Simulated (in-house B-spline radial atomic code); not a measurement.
**Ionising the argon ion Ar³⁺ with different functionals**

Computed with a B-spline radial code for spherical atoms: non-relativistic Hamiltonian, point nucleus, spin-polarised at highest spin, spherical fractional occupations for the functionals, and exact exchange of hybrids averaged over the configuration. The ionisation energy is the difference of two self-consistent energies, [Ne] 3s2 3p3 → [Ne] 3s2 3p2, without Breit or QED terms; ε is the level of the shell that loses the electron (its least bound occupied spin orbital).

```tsv
method	rung	ΔSCF (eV)	-ε(3p) (eV)
PBE0	global hybrid	?	?
B3LYP	global hybrid	59.16	53.16
TPSSh	global hybrid	59.45	52.71
M06-2X	global hybrid	58.68	55.35
BHandHLYP	global hybrid	59.08	55.53
r2SCAN0	global hybrid	59.72	54.27
B97-1	global hybrid	?	?
HSE06	range-separated hybrid	59.27	53.30
wB97X	range-separated hybrid	59.08	56.19
CAM-B3LYP	range-separated hybrid	59.12	55.07
LC-wPBE	range-separated hybrid	59.33	56.77
```

(1) What does B97-1 give?

(2) What does PBE0 give?

(3) Among the functionals, which spreads more, the ΔSCF values or the orbital energies?

(4) How do they compare with the NIST value?

## Answers

(1) ΔSCF 59.10 eV, and -ε(3p) = 53.19 eV.

(2) ΔSCF 59.29 eV, and -ε(3p) = 53.74 eV.

(3) The orbital energies: ΔSCF values span about 1.04 eV and the orbital energies 4.06 eV.

(4) NIST lists 59.6 eV ± 0.18 (semi-empirical, ground level to ground level). Errors run from -0.90 to +0.14 eV; TPSSh is closest (-0.13 eV), though others lie within the uncertainty of it, and part of that can be cancellation, since the calculations leave out relativity, Breit-QED terms, multiplet and fine-structure energies.
